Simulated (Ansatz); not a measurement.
`BN(C)[SiH2]C` and `BN(C)BC` differ in one atom or group.

Ansatz, PBE0-D4/def2-TZVP geometries, multiplicity 1. Each molecule was computed in one conformer, which needn't be the lowest.

| property | `BN(C)[SiH2]C` |
| --- | --- |
| HOMO energy (PBE/def2-TZVPP) / eV | -6.62 |
| LUMO energy (ωB97M-V/def2-TZVPP) / eV | 1.72 |
| LUMO energy (PBE0/def2-TZVPP) / eV | -0.04 |
| size of the dipole moment (PBE/def2-TZVPP) / D | 2.08 |
| HOMO energy (PBE0/def2-TZVPP) / eV | -7.84 |
| size of the dipole moment (ωB97M-V/def2-TZVPP) / D | 1.93 |

Q: Give the same properties after the change, and the shifts. (Estimate.)

A: Ansatz gave: 
```
                                          property  `BN(C)BC`  shift
                 HOMO energy (PBE/def2-TZVPP) / eV      -7.27  -0.65
             LUMO energy (ωB97M-V/def2-TZVPP) / eV       1.07  -0.65
                LUMO energy (PBE0/def2-TZVPP) / eV      -0.87  -0.83
    size of the dipole moment (PBE/def2-TZVPP) / D       1.85  -0.23
                HOMO energy (PBE0/def2-TZVPP) / eV      -8.49  -0.65
size of the dipole moment (ωB97M-V/def2-TZVPP) / D       1.75  -0.18
```

With PBE0 the HOMO falls by 0.65 eV and the LUMO falls by 0.83 eV, so the gap narrows by about 0.18 eV. PBE moves the HOMO by -0.65 eV and ωB97M-V by -0.69 eV. Dipoles are sizes alone; their direction can turn.
